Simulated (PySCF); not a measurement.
Co(OH)3 (CoH3O3), SMILES [OH][Co]([OH])[OH] (connectivity only; charge and spin as stated), neutral, multiplicity 5. Geometry optimised at PBE-D3(BJ)/def2-SVP. The multiplicity is an assumed one; other spin states were not compared. One conformer was computed; it need not be the lowest.

The numbers are results of PBE-D3(BJ)/def2-SVP run with PySCF, not measurements.

Harmonic wavenumbers (cm⁻¹): 119, 119, 166, 205, 283, 385, 454, 538, 609, 661, 680, 698, 3690, 3715, 3738. Rotational constants (GHz): 5.997, 5.875, 2.968; symmetry number 1.

Problem. Work out the zero-point energy and the ideal-gas rigid-rotor harmonic-oscillator thermochemistry at 298.15 K and 1 atm.

Solution. ZPE = ½ Σ hcν = ½ × 16064 cm⁻¹ = 96.08 kJ/mol. H − E(el) = 117.30 kJ/mol. Entropy in J/(mol K): translation 167.36, rotation 106.83, vibration 67.35, spin 13.38, total 354.93. G − E(el) = 11.48 kJ/mol. Cp = 104.07 J/(mol K). Modes under 150 cm⁻¹ make the vibrational entropy uncertain.
